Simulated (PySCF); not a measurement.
TcH₅, singlet: computed properties

Level of theory: PySCF, PBE0, basis Tc def2-TZVP with ECP28, H def2-TZVP (scalar-relativistic core potentials, no spin–orbit coupling, density fitting).

The structure is a higher-order saddle point with 2 imaginary modes (one degenerate set).

Z-matrix (Å, degrees; charge 0 multiplicity 1):
```
Tc
H  1 1.6460
H  1 1.5916 2 120.98
H  1 1.5916 2 120.98 3 -90.00
H  1 1.5916 2 120.98 3 180.00
H  1 1.5916 2 120.98 3 90.00
```

| Property | Result |
| --- | --- |
| Point group | C4v |
| Bond lengths | Tc–H 1.592 Å (×4), Tc–H 1.646 Å |
| Bond angles | H–Tc–H 74.6° (×4), H–Tc–H 118.0° (×2), H–Tc–H 121.0° (×4) |
| Dipole moment | 1.32 D |
| Highest occupied level | -6.19 eV |
| Principal polarisabilities | 43.6, 43.6, 45.9 bohr³ |
| Atomisation energy without zero-point energy | 1201 kJ/mol |
| Rotational constants | 2.246, 1.84, 1.84 cm⁻¹ |
| Zero-point energy (real modes) | 92.3 kJ/mol |
| Lowest empty level | -2.94 eV |
| Principal quadrupole moments (Buckingham, traceless) about the centre of mass | -0.04, -0.04, 0.08 D Å |

Harmonic modes (masses in u: Tc 98.907, H 1.008):
```tsv
symmetry	ω (cm⁻¹)	IR (km/mol, summed over degenerate members)	type
e	465i	–	bend
b2	909	0.0	bend
a1	969	5.4	bend
e	989	65.8	bend
b1	1012	0.0	bend
a1	2013	179	stretch
b1	2095	0.0	stretch
e	2147	246	stretch
a1	2168	35.7	stretch
```

In C4v the vibrations span 3e + b2 + 3a1 + 2b1. The b1, b2 modes carry no infrared intensity, as symmetry demands.

Charges (e):
```
    atom  Mulliken  Löwdin  polar tensor  Mayer order to Tc1
     Tc1     -0.05   -0.14          0.73                   –
      H2     -0.09   -0.01         -0.21                0.99
H3,4,5,6      0.04    0.04         -0.13                0.97
```

Mulliken populations on Tc1 (electrons outside its core potential): s 2.69, p 6.36, d 5.99, f 0.01.

Only a few start shapes were tried, so a lower isomer may exist. At this level a singlet minimum of Cs symmetry lies 64 kJ/mol below this structure.

The final relaxation and frequency run took of the order of 60 core-seconds on a shared host.
